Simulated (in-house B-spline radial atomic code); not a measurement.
Radial electron density of the chlorine ion Cl²⁺, [Ne] 3s2 3p3. Level of theory: scalar-relativistic (X2C) B97-1, spin-polarised, spherical fractional occupations, exact exchange averaged over the configuration, Fermi nucleus of rms radius 3.3654 fm; calculated with an all-electron radial atomic-structure program (B-spline basis).

Columns: r (bohr), 4πr²n(r) (electrons per bohr), bar.

```
 0.00346   0.4896 #
 0.00415     0.68 ##
 0.00496   0.9347 ##
 0.00594    1.283 ###
 0.00711    1.748 ####
 0.00852     2.37 #####
  0.0102    3.179 #######
  0.0122    4.214 #########
  0.0146     5.52 ############
  0.0175    7.135 ################
  0.0209     9.01 ####################
  0.0251    11.21 #########################
    0.03     13.5 ##############################
  0.0359    15.78 ###################################
   0.043    17.78 ########################################
  0.0515    19.17 ###########################################
  0.0616    19.67 ############################################
  0.0738    19.13 ###########################################
  0.0883    17.64 #######################################
   0.106    15.62 ###################################
   0.127    13.89 ###############################
   0.152    13.21 ##############################
   0.181    13.98 ###############################
   0.217    16.01 ####################################
    0.26    18.27 #########################################
   0.311    19.38 ###########################################
   0.373    18.28 #########################################
   0.446    14.97 #################################
   0.534    10.49 #######################
   0.639    6.476 ##############
   0.765    4.118 #########
   0.916    3.523 ########
     1.1    3.822 #########
    1.31    3.959 #########
    1.57    3.415 ########
    1.88    2.333 #####
    2.25    1.236 ###
     2.7   0.4884 #
    3.23   0.1446 
    3.87  0.03036 
    4.63  0.00432 
    5.54 0.000373
```

On this grid the curve has 3 maxima, near 0.0616, 0.311, 1.31 bohr.

The 3p up radial function P(r) = rR(r), positive near the nucleus:

```json
{"r (bohr)": "0.00415", "P": "0.0009178"}
{"r (bohr)": "0.00594", "P": "0.001816"}
{"r (bohr)": "0.00852", "P": "0.003599"}
{"r (bohr)": "0.0122", "P": "0.00706"}
{"r (bohr)": "0.0175", "P": "0.01375"}
{"r (bohr)": "0.0251", "P": "0.02631"}
{"r (bohr)": "0.0359", "P": "0.04886"}
{"r (bohr)": "0.0515", "P": "0.08796"}
{"r (bohr)": "0.0738", "P": "0.15"}
{"r (bohr)": "0.106", "P": "0.238"}
{"r (bohr)": "0.152", "P": "0.3382"}
{"r (bohr)": "0.217", "P": "0.4081"}
{"r (bohr)": "0.311", "P": "0.3749"}
{"r (bohr)": "0.446", "P": "0.1621"}
{"r (bohr)": "0.639", "P": "-0.2273"}
{"r (bohr)": "0.916", "P": "-0.6515"}
{"r (bohr)": "1.31", "P": "-0.8574"}
{"r (bohr)": "1.88", "P": "-0.7018"}
{"r (bohr)": "2.7", "P": "-0.3411"}
{"r (bohr)": "3.87", "P": "-0.09162"}
{"r (bohr)": "5.54", "P": "-0.01073"}
```
